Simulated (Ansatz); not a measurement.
Relaxation of C3H9ISi (14 atoms, charge 0, multiplicity 1), to a largest force component of 0.015 eV/Å in at most 40 steps.

Method: RKS PBE/def2-SVP in Ansatz 0.2.0.

```xyz
14
Properties=species:S:1:pos:R:3
C -1.326 0.528 0.421
C 0.008 0.270 -0.186
C 1.083 0.664 0.798
Si 0.262 -1.474 -0.885
I 0.259 1.568 -2.010
H -1.460 1.637 0.716
H -1.536 -0.045 1.298
H -2.144 0.393 -0.312
H 2.123 0.548 0.432
H 1.028 1.713 1.143
H 1.049 0.049 1.739
H -0.761 -1.683 -1.975
H 0.205 -2.477 0.062
H 1.625 -1.496 -1.615
```

Q: Where does it end, and by what steps?

A: The run converged. After 5 steps the energy has fallen by 0.406 eV; H13 moved furthest, 0.16 Å.

| step | energy less start (eV) | largest force component (eV/Å) | accepted |
| --- | --- | --- | --- |
| 0 | 0.0000 | 3.066 | yes |
| 1 | -0.3481 | 0.927 | yes |
| 2 | -0.3770 | 0.620 | yes |
| 3 | -0.3951 | 0.317 | yes |
| 4 | -0.4056 | 0.038 | yes |
| 5 | -0.4059 | 0.005 | yes |

```xyz
14
Properties=species:S:1:pos:R:3
C -1.358 0.546 0.379
C 0.041 0.330 -0.196
C 1.142 0.682 0.803
Si 0.263 -1.426 -0.937
I 0.269 1.684 -1.976
H -1.492 1.586 0.744
H -1.502 -0.136 1.248
H -2.157 0.331 -0.356
H 2.157 0.563 0.377
H 1.040 1.724 1.171
H 1.060 0.005 1.684
H -0.807 -1.703 -1.955
H 0.131 -2.426 0.189
H 1.626 -1.567 -1.550
```

Whether the end is a true minimum wasn't checked by a vibrational analysis.

Run time: 24 s on 2 threads of Arm Neoverse V1, on a shared host, peak memory 0.18 GiB.
